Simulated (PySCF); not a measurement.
## From a log to its input

A PySCF 2.14 run on the atoms Sb 0 0 0; P 0 0 2.794 (angstrom) printed this (some set-up lines and the per-cycle HOMO/LUMO lines with their warnings removed):

```
PySCF version 2.14.0


nuclear repulsion = 65.3422110835362
number of shells = 18
number of NR pGTOs = 97
number of NR cGTOs = 44
basis = def2-svp
ecp = {'Sb': 'def2-svp'}

******** <class 'pyscf.dft.rks.RKS'> ********
method = RKS
initial guess = minao
damping factor = 0
level_shift factor = 0
DIIS = <class 'pyscf.scf.diis.CDIIS'>
SCF conv_tol = 1e-09
SCF max_cycles = 50
XC functionals = scan

grids dens level: 3
Initial guess from minao.
tot grids = 41144
init E= -556.396446141038
cycle= 1 E= -578.153782432242  delta_E= -21.8  |g|= 2.82  |ddm|= 9.99
cycle= 2 E= -488.318655354235  delta_E= 89.8  |g|= 10.6  |ddm|= 18.2
cycle= 3 E= -579.584415837048  delta_E= -91.3  |g|=  1.6  |ddm|= 16.7
cycle= 4 E= -579.436566035737  delta_E= 0.148  |g|= 1.45  |ddm|= 4.44
cycle= 5 E= -580.449705483215  delta_E= -1.01  |g|= 1.23  |ddm|= 3.93
cycle= 6 E= -580.580862143536  delta_E= -0.131  |g|= 1.19  |ddm|= 0.426
cycle= 7 E= -580.613097526066  delta_E= -0.0322  |g|= 1.17  |ddm|= 0.134
cycle= 8 E= -580.513624343387  delta_E= 0.0995  |g|= 1.21  |ddm|= 0.153
cycle= 9 E= -580.525759693915  delta_E= -0.0121  |g|= 1.22  |ddm|= 0.151
cycle= 10 E= -580.567009223234  delta_E= -0.0412  |g|=  1.2  |ddm|= 0.116
cycle= 11 E= -581.310130819305  delta_E= -0.743  |g|= 0.652  |ddm|= 1.08
cycle= 12 E= -581.091709207763  delta_E= 0.218  |g|= 0.882  |ddm|= 1.74
cycle= 13 E= -581.473492140851  delta_E= -0.382  |g|= 0.298  |ddm|= 0.783
cycle= 14 E= -581.512170605192  delta_E= -0.0387  |g|= 0.0282  |ddm|= 0.357
cycle= 15 E= -581.512306496089  delta_E= -0.000136  |g|= 0.0212  |ddm|= 0.0267
cycle= 16 E= -581.512489095696  delta_E= -0.000183  |g|= 0.00451  |ddm|= 0.0177
cycle= 17 E= -581.512497192449  delta_E= -8.1e-06  |g|= 0.0011  |ddm|= 0.00356
cycle= 18 E= -581.512497702525  delta_E= -5.1e-07  |g|= 0.000192  |ddm|= 0.00138
cycle= 19 E= -581.512497702084  delta_E= 4.4e-10  |g|= 0.000193  |ddm|= 0.000119
cycle= 20 E= -581.512497717843  delta_E= -1.58e-08  |g|= 1.33e-05  |ddm|= 0.000188
cycle= 21 E= -581.51249771792  delta_E= -7.69e-11  |g|= 4.29e-07  |ddm|= 1.54e-05
Extra cycle  E= -581.512497717903  delta_E= 1.68e-11  |g|= 6.29e-06  |ddm|= 7.03e-06
converged SCF energy = -581.512497717903
 ** Mulliken pop  **
pop of  0 Sb 4s           2.11250
pop of  0 Sb 5s          -0.07380
pop of  0 Sb 6s           1.39847
pop of  0 Sb 7s           0.52434
pop of  0 Sb 4px          0.98898
pop of  0 Sb 4py          0.98898
pop of  0 Sb 4pz          0.98603
pop of  0 Sb 5px          1.01772
pop of  0 Sb 5py          1.01772
pop of  0 Sb 5pz          1.02151
pop of  0 Sb 6px          0.46244
pop of  0 Sb 6py          0.46244
[32 lines left out]
 ** Mulliken atomic charges  **
charge of    0Sb =      0.08857
charge of    1P =     -0.08857
Dipole moment(X, Y, Z, Debye): -0.00000, -0.00000, -1.53256
orbital energies (hartree): [-0.2424 -0.2108 -0.2108 -0.1599 -0.1599 -0.0764]
```

Question: Write the input that gave this log.

Answer: The input was:

```python
from pyscf import gto, dft

mol = gto.M(
    atom='Sb 0 0 0; P 0 0 2.794',
    basis='def2-svp',
    ecp={'Sb': 'def2-svp'},
    charge=0,
    spin=0,
    verbose=4,
)
mf = dft.RKS(mol, xc='scan')
mf.kernel()
mf.mulliken_pop()
mf.dip_moment()
print('orbital energies (hartree):', mf.mo_energy[..., max(0, mol.nelec[1]-3):mol.nelec[0]+3].round(4))
```

Stability towards an unrestricted solution was not tested. The bond length is a typed value, not an optimised one.
